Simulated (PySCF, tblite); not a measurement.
Give a GFN2-xTB geometry of `C#C[P@@H+](C)CC=C`. (Charge +1.)

```xyz
17
C6H10P angstrom
C      3.5597    0.5417   -0.3132
C      2.4047    0.2340   -0.4516
P      0.7217   -0.1792   -0.6227
C      0.3940   -1.8105    0.0697
C     -0.3339    1.0957    0.1331
C     -1.7781    0.7831   -0.1532
C     -2.6561    0.4637    0.7790
H      4.5757    0.8029   -0.2023
H      0.4706   -0.2160   -1.9787
H      1.0071   -2.5616   -0.4292
H     -0.6616   -2.0511   -0.0649
H      0.6295   -1.8077    1.1355
H     -0.1354    1.1123    1.2100
H     -0.0525    2.0665   -0.2897
H     -2.0738    0.8624   -1.1910
H     -2.3906    0.3959    1.8213
H     -3.6881    0.2802    0.5379
```

Any rigid rotation of these coordinates is as good. Atoms count from 1 in this order. Of the pairs four or more bonds apart, H13···H16 is among the closest relative to their van der Waals radii: 2.44 Å, 102 % of the sum of Bondi's values. C7 (terminal =CH2 carbon) is planar (angles 122.3°, 121.4° and 116.3°, sum 360.0°, 0.01 Å off the plane of its three neighbours). The C–P distances run from 1.741 Å (C2–P3, drawn single) to 1.820 Å (P3–C5, drawn single), a spread of 0.079 Å. C6 (alkene CH carbon) is planar (angles 123.7°, 120.9° and 115.4°, sum 360.0°, 0.01 Å off the plane of its three neighbours).

Bonds between heavy atoms (Å): C1≡C2 1.203, C2–P3 1.741, P3–C4 1.802, P3–C5 1.820, C5–C6 1.505, C6=C7 1.320.

Computed geometry: GFN2-xTB, gas phase.

Point group: C1 (no symmetry element, even within 0.4 Å). Its GFN2-xTB frequencies are all real (lowest 48 cm⁻¹). Torsions: C2–P3–C5–C6 174°, P3–C5–C6–C7 115°.

One conformer stands for the species.
